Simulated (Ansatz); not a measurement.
Species: CHF₂, charge 1, multiplicity 1. 
Structure (B3LYP-D3(BJ)/def2-TZVP (Ansatz, an electronic-structure program) minimum search):
```
C
F 1 1.2334
F 1 1.2334 2 118.06
H 1 1.0970 2 120.97 3 180.00
```
Charge +1, spin multiplicity 1.

Give the harmonic wavenumbers at B3LYP-D3(BJ)/def2-TZVP (Ansatz, finite differences of forces, unscaled).

668, 1083, 1314, 1387, 1633, 3129 cm⁻¹. Zero-point energy 13.2 kcal/mol.

From these and the geometry, give the ideal-gas thermochemistry at 298.15 K and 1 atm (rigid rotor, harmonic oscillator).

Point group C2v, rotational symmetry number 2. Rotational constants 82.31, 11.89, 10.39 GHz. S(trans) 37.71, S(rot) 19.61, S(vib) 0.46, S(elec, spin only) 0.00, S 57.8 cal/(mol K). H(298) - H(0) 2.48 kcal/mol; G - E(el) -1.6 kcal/mol.
